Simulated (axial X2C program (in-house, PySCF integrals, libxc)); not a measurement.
**How long does KC⁺ take?**

A bond scan computed with an in-house relativistic program for diatomic molecules. Basis: K dyall-cv3z [11s12p6d3f], C dyall-v3z [7s6p2d1f] (cores contracted in-house).

Input file and command:
```json
{
 "zs": [
  19,
  6
 ],
 "q": 1,
 "bas": [
  "dyall-cv3z",
  "dyall-v3z"
 ],
 "levels": [
  "PBE0",
  "HF",
  "B97-3"
 ],
 "cc": true,
 "r0": 2.6,
 "thr": -2.0,
 "nmax": 90,
 "npts": 10,
 "nst": 2,
 "ntry": 6
}
```
```bash
python so2c.py task.json out
```

Keys: zs atomic numbers; q charge; bas basis sets; levels methods; cc coupled cluster on or off; r0 starting distance in Å; thr threshold in hartree for freezing inner shells (an s shell follows its p shell); nmax most natural virtual spinors; npts points on the curve; nst determinants followed; ntry starts of the search. HF also brings MP2.

Hardware: 1 thread of Arm Neoverse V1 (shared host).

Wall time of one point of each curve, integrals apart:

```json
{"Hamiltonian": "spin-free", "level": "PBE0", "points": "10", "seconds a point": "0.2"}
{"Hamiltonian": "spin-free", "level": "HF", "points": "10", "seconds a point": "0.11"}
{"Hamiltonian": "spin-free", "level": "CCSD(T) (12 electrons, 90 virtuals)", "points": "7", "seconds a point": "4.8"}
{"Hamiltonian": "spin-free", "level": "B97-3", "points": "10", "seconds a point": "0.21"}
{"Hamiltonian": "2c", "level": "PBE0", "points": "10", "seconds a point": "0.24"}
{"Hamiltonian": "2c", "level": "HF", "points": "10", "seconds a point": "0.16"}
{"Hamiltonian": "2c", "level": "CCSD(T) (12 electrons, 90 virtuals)", "points": "7", "seconds a point": "5"}
{"Hamiltonian": "2c", "level": "B97-3", "points": "10", "seconds a point": "0.27"}
```

The rest:

Search with its distance optimisation 10 s, atoms 9.5 s, whole task 100 s. Coupled cluster runs on the points near the minimum only. The program drops outer points, and coupled cluster, when its time limit (not in the input) nears; MP2, further determinants and curves that did not converge are not in the table.
